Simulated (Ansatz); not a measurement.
def2 core potentials replace the inner electrons of Sb.

Species: C2H7O2Sb, SMILES `C[CH2][Sb]([OH])[OH]` with one electron removed (charge 1, multiplicity 2).

Q: Give a relaxed geometry from B3LYP-D3(BJ)/def2-SVP (Ansatz, an electronic-structure program).

A: This is not unique; one that fits is the end point of this relaxation, one of several conformers (outside a Z-matrix the atoms follow the SMILES, hydrogens last).
Z-matrix (Å, degrees):
```
C
H 1 1.0987
H 1 1.1006 2 113.74
C 1 1.4876 2 117.92 3 144.30
H 4 1.0986 1 113.04 2 170.26
H 4 1.1001 5 110.52 1 128.34
H 4 1.1129 5 107.15 6 115.34
Sb 1 2.4279 2 100.30 3 -97.25
O 8 1.9463 1 93.02 2 -167.06
H 9 0.9755 8 115.93 1 -116.51
O 8 1.9569 9 94.28 10 -16.60
H 11 0.9728 8 119.41 9 165.60
```
